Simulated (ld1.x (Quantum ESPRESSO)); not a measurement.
## u(r) = r·R(r): atom against pseudo-atom (Sb)

Columns: radius, all-electron u(r) and pseudo u(r) of the 5p shell (level -6.51 eV) of antimony in the configuration [Kr] 4d10 5s2 5p2.75; PBE, scalar-relativistic, TM scheme, ld1.x (Quantum ESPRESSO) 7.5.

```
r (bohr)  all-electron   pseudo
   0.128       -0.0077  -0.0030
   0.255       -0.1813  -0.0122
   0.382       -0.0015  -0.0275
   0.510        0.2053  -0.0496
   0.638        0.2908  -0.0788
   0.765        0.2595  -0.1152
   0.893        0.1560  -0.1595
   1.020        0.0227  -0.2109
   1.148       -0.1156  -0.2695
   1.275       -0.2424  -0.3326
   1.402       -0.3521  -0.3979
   1.530       -0.4433  -0.4622
   1.658       -0.5156  -0.5211
   1.785       -0.5701  -0.5706
   1.912       -0.6094  -0.6089
   2.040       -0.6358  -0.6355
   2.168       -0.6508  -0.6508
   2.295       -0.6565  -0.6565
   2.422       -0.6543  -0.6543
   2.550       -0.6458  -0.6458
   2.678       -0.6322  -0.6322
   2.805       -0.6149  -0.6149
   2.932       -0.5945  -0.5945
   3.060       -0.5719  -0.5719
   3.188       -0.5477  -0.5477
   3.315       -0.5227  -0.5227
```

How many radial nodes do the two functions have?

The all-electron 5p function has n − l − 1 = 3 (the table is too coarse to show those close to the nucleus); the pseudo-wave has 0, since the states of the same l below it are removed with the core.

At about which radius was the pseudo-wave matched?

2.40 bohr. The columns agree to 0.0005 from 2.04 bohr on; several derivatives are matched, so the curves merge somewhat inside the radius.

Is the pseudo-wave norm-conserving?

Yes: the TM scheme keeps the norm inside the radius equal to the all-electron one, which fixes the energy derivative of the logarithmic derivative at the level.
